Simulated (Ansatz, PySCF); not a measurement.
Sb(Me)3 (C3H9Sb), SMILES [CH3][Sb]([CH3])[CH3].

Coordinates come from a B3LYP-D3(BJ)/def2-SVP optimisation. The isomer is the one that the SMILES or the coordinates give; other isomers of the formula were not compared. The def2 effective core potentials stand for the cores of Sb; spin–orbit coupling is left out.

Vertical ionisation energy (IE) and electron affinity (EA) in eV. Rows of orbital energies are one-electron estimates. Where ΔSCF, EOM or ADC give a negative EA the extra electron is unbound and the value depends on the basis.

```json
[
 {"level": "−ε(HOMO), −ε(LUMO), M06-2X/def2-TZVP (PySCF)", "IE": "7.58", "EA": "-0.78"},
 {"level": "−ε(HOMO), −ε(LUMO), PBE/def2-TZVP (PySCF)", "IE": "5.51", "EA": "0.58"},
 {"level": "ΔSCF, CAM-B3LYP/def2-TZVPD (Ansatz), final states of multiplicity 2 and 2", "IE": "8.53", "EA": "-1.24"},
 {"level": "ΔSCF, PBE/def2-TZVPD (Ansatz), final states of multiplicity 2 and 2", "IE": "8.32", "EA": "-1.00"}
]
```

Task: What vertical singlet–triplet gap does ΔSCF give with CAM-B3LYP/def2-TZVPD (Ansatz, a first-principles code) and with PBE/def2-TZVPD (Ansatz)? (The exact figures need the calculation; the answer reports its results.)

Result: 4.70 and 4.45 eV (triplet above singlet where positive).
